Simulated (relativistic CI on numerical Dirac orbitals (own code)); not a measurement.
# Calculated levels, Sb36+

Method of calculation: Dirac-Coulomb-Breit CI, separate exchange-only KLI orbitals for each configuration, a model potential for QED, unscaled Slater integrals (own radial code, finite nucleus).

Configurations in the expansion (outside the closed core [Ne]): 3s2 3p3, 3s 3p4, 3s2 3p2 3d, 3p5, 3s 3p3 3d, 3p4 3d, 3s 3p2 3d2, 3s2 3p 3d 4p, 3p4 4s, 3s 3p2 3d 4s, 3p4 4p, 3s2 3p2 4s, 3s2 3p2 4p, 3p3 3d 4p, 3s2 3p2 4d, 3s 3p3 4s, 3s2 3p2 4f, 3s 3p3 4p, 3s 3p3 4d, 3s 3p3 4f, 3s2 3p2 5s, 3s2 3p2 5p, 3s2 3p 4s 4p, 3s2 3p2 5d, 3s2 3p2 5f, 3s2 3p2 5g, 3s 3p2 4s2, 3s 3p3 5s, 3s2 3p 3d2, 3s2 3d3, 3s 3p 3d3, 3s2 3d2 4s, 3s2 3d2 4p, 3s2 3d2 4d, 3p3 3d2, 3p2 3d3, 3p2 3d2 4s, 3p2 3d2 4p, 3p2 3d2 4d, 3s2 3p 3d 4s, 3s 3p 3d2 4s, 3s2 3d 4s2, 3s2 3d 4s 4p, 3s2 3d 4s 4d, 3s 3p2 3d 4p, 3s 3p 3d2 4p, 3s 3p 3d 4s 4p, 3s 3p 3d 4p2, 3s 3p 3d 4p 4d, 3p3 3d 4s, 3p2 3d 4s2, 3p2 3d 4s 4p, 3p2 3d 4s 4d, 3s2 3p 4s2, 3s 3p 3d 4s2, 3s2 4s2 4p, 3s2 4s2 4d, 3s2 3p 4p2, 3s2 3d 4p2, 3s2 4s 4p2, 3s2 4p3, 3s2 4p2 4d, 3s 3p2 4s 4p, 3s 3p 4s2 4p, 3s 3p 4s 4p2, 3s 3p 4s 4p 4d. Double excitations out of closed p, d and f shells are left out; levels of such configurations are missing from the list, as are those of other unlisted configurations, and high levels can miss mixing partners. These lack a partner that the ground configuration has and come out too high: 3s2 3p2 4f, 3s 3p3 4d, 3s 3p3 4f, 3s2 3p2 5s, 3s2 3p2 5p.

The lowest level is 3s2 3p3 2P°_3/2, with 42 % of that term; Hund's rules for 3s2 3p3 give 4S° with J = 3/2, of which the calculation keeps J, while another term leads.

```csv
No.,Configuration,Term,J,E (eV),%,Next component (%),Landé g,Lifetime (s)
1,3s2 3p3,2P°,3/2,0.000,42,33 4S°,1.422,
2,3s2 3p3,4S°,3/2,52.923,51,46 2D°,1.421,6.18e-07
3,3s2 3p3,2D°,5/2,60.610,98,1 3s 3p3 3d 2D°,1.194,3.26e-06
4,3s2 3p3,2P°,1/2,70.125,98,1 3s2 3p 3d2 2P°,0.658,7.21e-07
5,3s2 3p3,2P°,3/2,123.934,54,28 2D°,1.276,2.62e-07
6,3s2 3p2 3d,4F,3/2,140.312,36,31 2D,0.812,1.32e-09
7,3s 3p4,4P,5/2,145.698,59,15 2D,1.472,1.69e-10
8,3s2 3p2 3d,4F,5/2,166.039,26,23 4D,1.215,1.60e-11
9,3s 3p4,2S,1/2,169.296,43,40 4P,2.261,1.75e-11
10,3s 3p4,4P,3/2,171.019,27,25 2D,1.158,1.10e-11
11,3s2 3p2 3d,2F,5/2,193.629,47,41 4F,0.970,6.51e-10
12,3s2 3p2 3d,4D,3/2,193.842,29,27 4F,0.948,6.70e-11
13,3s2 3p2 3d,4D,1/2,194.673,74,18 2P,0.253,2.60e-10
14,3s 3p4,4P,3/2,200.387,39,23 3s2 3p2 3d 2P,1.454,1.77e-10
15,3s2 3p2 3d,2G,7/2,200.794,35,34 4F,1.088,6.66e-09
16,3s2 3p2 3d,4D,7/2,207.588,47,33 4F,1.307,6.48e-09
17,3s 3p4,2D,5/2,207.852,28,28 3s2 3p2 3d 2D,1.191,4.81e-10
18,3s2 3p2 3d,2G,9/2,215.537,50,48 4F,1.215,3.73e-05
19,3s2 3p2 3d,4P,5/2,218.439,37,22 2D,1.312,2.92e-12
20,3s2 3p2 3d,2P,1/2,221.426,33,26 4P,1.344,3.21e-12
21,3s2 3p2 3d,4D,3/2,223.477,27,23 2P,1.161,2.30e-12
22,3s2 3p2 3d,4P,3/2,224.215,19,17 2D,1.280,3.55e-12
23,3s2 3p2 3d,2G,7/2,230.108,41,34 2F,1.070,1.22e-11
24,3s2 3p2 3d,2S,1/2,230.283,35,18 3s 3p4 4P,1.815,3.50e-12
25,3s2 3p2 3d,4D,5/2,230.474,33,27 2F,1.169,4.56e-12
26,3s2 3p2 3d,2D,3/2,238.188,51,28 2P,1.007,6.03e-12
27,3s2 3p2 3d,2D,5/2,239.005,38,20 2F,1.205,3.35e-12
28,3s 3p4,2P,3/2,245.630,40,18 3s2 3p2 3d 2D,1.186,3.00e-12
29,3s2 3p2 3d,2P,1/2,250.957,54,15 3s 3p4 2P,1.151,3.14e-12
30,3s2 3p2 3d,2F,7/2,269.929,47,41 4D,1.260,6.95e-11
```

Energies count from the lowest computed level; ° marks odd parity; lifetimes are radiative, by E1, M1, E2, M2, E3 decay to levels of this space only.

The mean weight of the leading LS term, summed over parents, in these 30 levels is 45 %, and that of the leading jj configuration (from the same eigenvectors) 73 %, so jj coupling describes them better and the LS labels are nominal.

At this charge energies of transitions that change n are usually good to better than 1 %, and those within a shell (Δn = 0) to a few per cent.

LS names give the leading component of a level, which can be under half, so a name can repeat, a term be missing and a line seem to break the LS rules.
